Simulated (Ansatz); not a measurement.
`C/C=[CH]\[GaH][SH]` + H₂S → `C/C=C/S` + `[SH][GaH2]`  (substitution at a C–Ga bond)

Computed with Ansatz on PBE0-D4/def2-TZVP structures; ΔE is electronic, products minus reactants. CCSD(T)/CBS is the MP2 limit (def2-TZVPP, def2-QZVPP) plus CCSD(T) − MP2 in def2-TZVPP, frozen cores. This one scheme is used for every species. Double bonds are as drawn, so ΔE can hold a change between cis and trans. Functionals use def2-TZVPP. For Ga outer-core shells are correlated without core-valence functions, which leaves a few kJ/mol of doubt a bond. Scalar relativity is left out up to krypton. Each species was taken in one conformer, which may not be the lowest.

```json
{"level": "PBE-D4", "ΔE (kJ/mol)": "28.3"}
{"level": "B2PLYP", "ΔE (kJ/mol)": "33.0"}
{"level": "PBE", "ΔE (kJ/mol)": "23.6"}
{"level": "PBE0", "ΔE (kJ/mol)": "27.0"}
{"level": "MP2/def2-TZVPP", "ΔE (kJ/mol)": "42.3"}
{"level": "SCS-MP2/def2-TZVPP", "ΔE (kJ/mol)": "39.6"}
{"level": "MP2/def2-QZVPP", "ΔE (kJ/mol)": "42.0"}
{"level": "MP2/CBS(def2)", "ΔE (kJ/mol)": "42.4"}
```

Question: What does CCSD(T)/CBS give? (An estimate is asked.)

Answer: Computed: +42.3 kJ/mol. The listed levels differ from it by -14.0, -9.3, -18.7, -15.3, 0.0, -2.7, -0.3, 0.1 kJ/mol.

Largest T1 diagnostic among the species: 0.013.

In def2-TZVPP, CCSD(T) changes the Hartree–Fock value by +9.9 kJ/mol (the triples alone add +0.3 kJ/mol) and MP2 by +10.0 kJ/mol. The D4 term adds +7.3 kJ/mol with B3LYP and +4.4 kJ/mol with PBE0; it sums over pairs of atoms, weighted by their polarisabilities, and B3LYP, whose exchange is more repulsive, gets the larger term.

B3LYP here is the variant with VWN-RPA as its local correlation; programs differ in this.
